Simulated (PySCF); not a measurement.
Stepwise substitution at one centre (Sn NH2-OCH3). Gas-phase values, no solvent. One relaxed conformer stands for each flexible species; it need not be the lowest. Strings in code marks are SMILES. In the def2 sets, heavy atoms carry core potentials. All members: neutral, multiplicity 1. Level: PBE0-D4/def2-TZVP // PBE0-D4/def2-SVP (PySCF), beside PBE-D3(BJ)/def2-TZVP // PBE0-D4/def2-SVP (PySCF) at the same geometries.  Orbital energies are measured against the vacuum level.

```
species                         LUMO, PBE (eV)  LUMO, PBE0-D4 (eV)
------------------------------  --------------  ------------------
`C[O][Sn]([O]C)([O]C)[O]C`               -2.65               -1.65
`C[O][Sn]([NH2])([O]C)[O]C`              -2.26            withheld
`C[O][Sn]([NH2])([NH2])[O]C`             -1.88               -0.91
`C[O][Sn]([NH2])([NH2])[NH2]`            -1.57               -0.63
`[NH2][Sn]([NH2])([NH2])[NH2]`           -1.30               -0.39
```

Fit y = a + b·x, y being the LUMO at the first level, to the 4 complete rows by least squares, with x = the PBE value in eV. Give a, b and the rms residual, and predict the withheld value.

Means of the 4 rows: x̄ = -1.85, ȳ = -0.895 eV. Σ(x − x̄)² = 1.0218 and Σ(x − x̄)(y − ȳ) = 0.9564, so b = 0.936 and a = ȳ − b·x̄ = 0.837 eV. The rms residual is 0.009 eV. At x = -2.26 the line gives -1.28 eV. The run for `C[O][Sn]([NH2])([O]C)[O]C` gave -1.27 eV, so the line is off by 0.01 eV, within twice the rms residual.

Codes: PySCF.
